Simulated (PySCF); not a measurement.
B3LYP has the VWN-RPA correlation part, as in Gaussian. Excitations are Tamm–Dancoff values on a coarser integration grid. The basis has no diffuse functions, so Rydberg states are missing or too high.

Z-matrix (Å, degrees):
```
C
C 1 1.3504
H 2 1.0819 1 121.19
H 2 1.0867 3 116.63 1 180.00
C 1 1.4705 2 118.95 3 180.00
C 5 1.3324 1 126.12 2 179.98
H 6 1.0817 5 122.00 1 0.00
H 6 1.0819 7 117.03 5 179.99
H 5 1.0880 6 118.30 7 -180.00
B 1 1.5446 2 117.19 3 -0.04
H 10 1.1906 1 122.78 2 -179.93
H 10 1.1917 11 118.73 7 179.95
```
Charge 0, multiplicity 1.

### Question
Give the HOMO–LUMO gap, S1 oscillator strength and S1 excitation (TDA) at the level PySCF with B3LYP-D3(BJ)/def2-TZVP.

### Answer

```json
{
 "HOMO–LUMO gap": "4.60 eV",
 "S1 oscillator strength": "0.058",
 "S1 excitation (TDA)": "4.25 eV"
}
```
